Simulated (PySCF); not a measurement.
C3H3, SMILES [cH+]1cc1, charge +1.

The structure is a stationary point at PBE-D3(BJ)/def2-TZVP.

These are PySCF with M06-2X/def2-TZVPD values and carry that method's errors.

The molecule is in vacuum.

### Question
Estimate the frontier levels, gap, dipole moment and polarisability. (The exact figures need the calculation; the answer reports its results.)

### Answer

The highest occupied level comes out as -18.90 eV. The lowest empty level comes out as -6.80 eV. The orbital gap is 12.11 eV and the dipole moment about the centre of nuclear charge is 0.00 D. The mean static polarisability is 23.7 bohr³ (3.51 Å³) and the polarisability, principal values comes out as 16.3, 27.4, 27.4 bohr³.
